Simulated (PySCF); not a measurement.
PySCF input file for C4H6ClF, SMILES C[C@]1(F)C[C@H]1Cl, TDA-PBE/def2-SVPD. Coordinates come from a B3LYP-D3(BJ)/def2-SVP optimisation. The structure was generated by enumeration; whether it is a known compound was not checked.

```python
import numpy as np
from pyscf import gto, scf, dft, tdscf

mol = gto.M(
    atom='''
    C     2.07919508   -0.82856008   -0.39937359
    C     0.70291855   -0.54036568    0.12949420
    F     0.73694049   -0.11114299    1.42732562
    C    -0.50754507   -1.34529702   -0.24885102
    C    -0.35678123    0.07697301   -0.74088441
    Cl   -1.39200238    1.34969865   -0.08707517
    H     2.03572439   -1.14379644   -1.45195125
    H     2.71008318    0.07105505   -0.32794076
    H     2.55100064   -1.63420782    0.18514760
    H    -1.23598932   -1.49961222    0.55101493
    H    -0.41509198   -2.16276832   -0.96988950
    H    -0.12087506    0.24823833   -1.79434454
    ''',
    basis='def2-SVPD',
    charge=0,
    spin=0,
    max_memory=1600,
    verbose=4,
)
mf = dft.RKS(mol, xc='pbe').density_fit(auxbasis='def2-universal-jkfit')
mf.grids.level = 3
mf.conv_tol = 1e-9
mf.max_cycle = 100
mf.kernel()
mf.grids = dft.Grids(mol).set(level=1).build(with_non0tab=True)  # coarser grid for the response kernel
td = tdscf.TDA(mf)
td.singlet = True
td.nstates = 10
td.conv_tol = 1e-4
td.positive_eig_threshold = 1e-6
td.kernel(x0=td.get_init_guess(mf, 15))
td.analyze()
tt = tdscf.TDA(mf)
tt.singlet = False
tt.nstates = 4
tt.conv_tol = 1e-4
tt.positive_eig_threshold = 1e-6
tt.kernel(x0=tt.get_init_guess(mf, 9))
tt.analyze(verbose=3)
```

Output:

```
PySCF version 2.14.0

[INPUT] verbose = 4
[INPUT] num. atoms = 12
[INPUT] num. electrons = 56
[INPUT] charge = 0
[INPUT] spin (= nelec alpha-beta = 2S) = 0
[INPUT] symmetry False subgroup None
[INPUT] Mole.unit = angstrom
[INPUT] Symbol           X                Y                Z      unit          X                Y                Z       unit  Magmom
[INPUT]  1 C      2.079195080000  -0.828560080000  -0.399373590000 AA    3.929109260743  -1.565751628948  -0.754706706484 Bohr   0.0
[INPUT]  2 C      0.702918550000  -0.540365680000   0.129494200000 AA    1.328323547376  -1.021143142314   0.244708572720 Bohr   0.0
[INPUT]  3 F      0.736940490000  -0.111142990000   1.427325620000 AA    1.392615696203  -0.210029811765   2.697254512375 Bohr   0.0
[INPUT]  4 C     -0.507545070000  -1.345297020000  -0.248851020000 AA   -0.959121178173  -2.542242923994  -0.470260273619 Bohr   0.0
[INPUT]  5 C     -0.356781230000   0.076973010000  -0.740884410000 AA   -0.674218811085   0.145457907883  -1.400068624860 Bohr   0.0
[INPUT]  6 Cl    -1.392002380000   1.349698650000  -0.087075170000 AA   -2.630503262943   2.550560799195  -0.164548223550 Bohr   0.0
[INPUT]  7 H      2.035724390000  -1.143796440000  -1.451951250000 AA    3.846961562197  -2.161462013853  -2.743790208720 Bohr   0.0
[INPUT]  8 H      2.710083180000   0.071055050000  -0.327940760000 AA    5.121314984990   0.134274584267  -0.619718221482 Bohr   0.0
[INPUT]  9 H      2.551000640000  -1.634207820000   0.185147600000 AA    4.820692553190  -3.088205210423   0.349878256621 Bohr   0.0
[INPUT] 10 H     -1.235989320000  -1.499612220000   0.551014930000 AA   -2.335681307687  -2.833856388851   1.041267308246 Bohr   0.0
[INPUT] 11 H     -0.415091980000  -2.162768320000  -0.969889500000 AA   -0.784410158703  -4.087039795686  -1.832825526091 Bohr   0.0
[INPUT] 12 H     -0.120875060000   0.248238330000  -1.794344540000 AA   -0.228420758690   0.469102457319  -3.390819753709 Bohr   0.0

nuclear repulsion = 297.738817441395
number of shells = 76
number of NR pGTOs = 258
number of NR cGTOs = 178
basis = def2-SVPD
ecp = {}


[settings echo left out]
init E= -715.728874284492
  HOMO = -0.296225807087924  LUMO = -0.066966288737965  gap/eV = 6.23847
cycle= 1 E= -715.183403626837  delta_E= 0.545  |g|= 0.519  |ddm|= 5.47
  HOMO = -0.196829838044809  LUMO = -0.00282537633352797  gap/eV = 5.27913
cycle= 2 E= -715.102900375824  delta_E= 0.0805  |g|= 0.843  |ddm|= 1.64
  HOMO = -0.231840886558222  LUMO = -0.0215968879802748  gap/eV = 5.72103
cycle= 3 E= -715.24107288894  delta_E= -0.138  |g|= 0.125  |ddm|= 0.899
  HOMO = -0.241155019172918  LUMO = -0.029480530906695  gap/eV = 5.75996
cycle= 4 E= -715.243933897233  delta_E= -0.00286  |g|= 0.0376  |ddm|= 0.188
  HOMO = -0.241123825207515  LUMO = -0.0288528184107069  gap/eV = 5.77619
cycle= 5 E= -715.244209813304  delta_E= -0.000276  |g|= 0.0105  |ddm|= 0.0767
  HOMO = -0.240551389448858  LUMO = -0.0283825378655016  gap/eV = 5.77341
cycle= 6 E= -715.244238324923  delta_E= -2.85e-05  |g|= 0.00319  |ddm|= 0.026
  HOMO = -0.240527308328009  LUMO = -0.0283422355537031  gap/eV = 5.77385
cycle= 7 E= -715.244240809959  delta_E= -2.49e-06  |g|= 0.00097  |ddm|= 0.00597
  HOMO = -0.240609184576686  LUMO = -0.0284316241083085  gap/eV = 5.77365
cycle= 8 E= -715.24424103285  delta_E= -2.23e-07  |g|= 0.000188  |ddm|= 0.00213
  HOMO = -0.240594282375478  LUMO = -0.0284155912222763  gap/eV = 5.77368
cycle= 9 E= -715.244241040767  delta_E= -7.92e-09  |g|= 8.03e-05  |ddm|= 0.000572
  HOMO = -0.240592894136537  LUMO = -0.0284158681222531  gap/eV = 5.77363
cycle= 10 E= -715.24424104227  delta_E= -1.5e-09  |g|= 1.89e-05  |ddm|= 0.000164
  HOMO = -0.240594769653002  LUMO = -0.0284173001022592  gap/eV = 5.77364
cycle= 11 E= -715.244241042327  delta_E= -5.62e-11  |g|= 1.2e-05  |ddm|= 5.58e-05
  HOMO = -0.240593351761974  LUMO = -0.0284161972813828  gap/eV = 5.77363
Extra cycle  E= -715.244241042283  delta_E= 4.37e-11  |g|= 1.9e-05  |ddm|= 4.6e-05
converged SCF energy = -715.244241042283
tot grids = 47168
Overwritten attributes  positive_eig_threshold  of <class 'pyscf.tdscf.rks.TDA'>


******** <class 'pyscf.tdscf.rks.TDA'> for <class 'pyscf.df.df_jk.DFRKS'> ********
nstates = 10 singlet
deg_eia_thresh = 1.000e-03
wfnsym = None
conv_tol = 0.0001
eigh lindep = 1e-12
eigh level_shift = 0
eigh max_cycle = 100


Excitation energies (eV)
[6.04885897 6.31538    6.41531224 6.73946991 7.2459178  7.30285966
 7.37507924 7.58658518 7.6846318  7.7020788 ]

** Singlet excitation energies and oscillator strengths **
Excited State   1:      6.04886 eV    204.97 nm  f=0.0081
      28 -> 29        0.69193
Excited State   2:      6.31538 eV    196.32 nm  f=0.0138
      27 -> 29       -0.67530
      28 -> 30       -0.16597
Excited State   3:      6.41531 eV    193.26 nm  f=0.0089
      27 -> 29       -0.15140
      28 -> 29       -0.10418
      28 -> 30        0.68029
Excited State   4:      6.73947 eV    183.97 nm  f=0.0088
      27 -> 30        0.69970
Excited State   5:      7.24592 eV    171.11 nm  f=0.0210
      26 -> 29       -0.30871
      28 -> 31       -0.62707
Excited State   6:      7.30286 eV    169.77 nm  f=0.0135
      26 -> 29        0.61121
      26 -> 30        0.10965
      28 -> 31       -0.31139
Excited State   7:      7.37508 eV    168.11 nm  f=0.0186
      28 -> 32        0.69793
Excited State   8:      7.58659 eV    163.43 nm  f=0.0063
      27 -> 31       -0.68017
      28 -> 33        0.12222
Excited State   9:      7.68463 eV    161.34 nm  f=0.0110
      26 -> 30       -0.62457
      27 -> 32       -0.20541
      28 -> 33        0.22057
Excited State  10:      7.70208 eV    160.97 nm  f=0.0442
      26 -> 30       -0.17869
      27 -> 32       -0.19361
      28 -> 33       -0.63920

** Transition electric dipole moments (AU) **
state          X           Y           Z        Dip. S.      Osc.
  1         0.2218     -0.0349      0.0647      0.0546      0.0081
  2         0.0469     -0.2904      0.0517      0.0892      0.0138
  3         0.0149      0.2328     -0.0465      0.0566      0.0089
  4        -0.2148      0.0291      0.0787      0.0532      0.0088
  5        -0.1344      0.3093     -0.0677      0.1183      0.0210
  6        -0.1793      0.2025      0.0487      0.0755      0.0135
  7         0.2771      0.1526      0.0550      0.1031      0.0186
  8        -0.0121      0.1395     -0.1188      0.0337      0.0063
  9         0.0259      0.2318      0.0627      0.0583      0.0110
 10        -0.4688      0.0722     -0.0955      0.2341      0.0442

** Transition velocity dipole moments (imaginary part, AU) **
state          X           Y           Z        Dip. S.      Osc.
  1         0.0699      0.0386      0.0308      0.0073      0.0220
  2        -0.0107     -0.0596      0.0323      0.0047      0.0135
  3        -0.0239      0.0339     -0.0151      0.0019      0.0055
  4        -0.0656     -0.0039      0.0174      0.0046      0.0124
  5        -0.0123      0.0841     -0.0197      0.0076      0.0190
  6        -0.0241      0.0181      0.0550      0.0039      0.0098
  7         0.0673      0.0246      0.0131      0.0053      0.0131
  8        -0.0052      0.0224     -0.0367      0.0019      0.0045
  9         0.0200      0.0463      0.0287      0.0034      0.0079
 10        -0.0956      0.0100     -0.0143      0.0095      0.0223

** Transition magnetic dipole moments (imaginary part, AU) **
state          X           Y           Z
  1         0.0550     -0.1249      0.1216
  2         0.1012     -0.1110     -0.1913
  3         0.1390     -0.3161     -0.1142
  4         0.0450      0.0482      0.4305
  5        -0.0523      0.0597     -0.1324
  6        -0.2155     -0.0033      0.0992
  7         0.0362     -0.0220      0.2008
  8        -0.2796      0.1105      0.2953
  9         0.2956     -0.0786     -0.1256
 10         0.1105      0.1128     -0.4474


******** <class 'pyscf.tdscf.rks.TDA'> for <class 'pyscf.df.df_jk.DFRKS'> ********
nstates = 4 triplet
deg_eia_thresh = 1.000e-03
wfnsym = None
conv_tol = 0.0001
eigh lindep = 1e-12
eigh level_shift = 0
eigh max_cycle = 100


Excitation energies (eV)
[5.48695671 5.87017638 6.30137711 6.61448739]

** Triplet excitation energies and oscillator strengths **
Excited State   1:      5.48696 eV    225.96 nm  f=0.0000
Excited State   2:      5.87018 eV    211.21 nm  f=0.0000
Excited State   3:      6.30138 eV    196.76 nm  f=0.0000
Excited State   4:      6.61449 eV    187.44 nm  f=0.0000
```

The calculation finished and met its thresholds.
